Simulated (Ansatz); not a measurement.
Basis sets compared for [B(NMe2)H3]- (C2H9BN⁻). Charge -1, multiplicity 1. Geometry PBE0-D4/def2-SVPD. Ansatz on 4 threads of Arm Neoverse V2 on a shared host; times are rough, and most runs start from earlier orbitals.

```xyz
13

B    -0.786    1.225   -0.159
N    -0.033   -0.097   -0.452
C    -0.600   -1.232    0.204
C     1.371   -0.020   -0.201
H    -0.113   -2.178   -0.115
H    -1.674   -1.304   -0.024
H    -0.509   -1.185    1.323
H     1.806    0.835   -0.741
H     1.617    0.124    0.885
H     1.899   -0.941   -0.528
H    -1.990    1.105   -0.459
H    -0.276    2.159   -0.808
H    -0.710    1.509    1.074
```

At PBE-D4/def2-SVPD, PBE-D4/def2-TZVPD the highest occupied level of the charge -1 singlet lies above zero (up to 0.70 eV). By energy differences its removal costs 2.40 eV (vertical, to the charge 0 doublet, at PBE0-D4/def2-TZVPD).

```
            level  functions  energy (Eh)  HOMO (eV)  LUMO (eV)  wall time
        HF/STO-3G         29    -158.0427      -0.40      22.69      0.1 s
         HF/6-31G         54    -159.9972      -3.11      10.79      0.2 s
 PBE-D4/def2-SVPD        152    -160.9146       0.70       3.89      1.2 s
PBE0-D4/def2-SVPD        152    -160.9421      -0.48       4.51      1.4 s
```

Question: Estimate the rows for HF/def2-TZVPD, PBE-D4/def2-TZVPD (with forces), PBE0-D4/def2-TZVPD.

Answer: 
| level | functions | energy (Eh) | HOMO (eV) | LUMO (eV) | wall time |
| --- | --- | --- | --- | --- | --- |
| HF/def2-TZVPD | 229 | -160.1443 | -3.60 | 4.88 | 0.95 s |
| PBE-D4/def2-TZVPD (with forces) | 229 | -161.0817 | 0.62 | 3.24 | 2.2 s |
| PBE0-D4/def2-TZVPD | 229 | -161.1069 | -0.53 | 3.74 | 2.4 s |
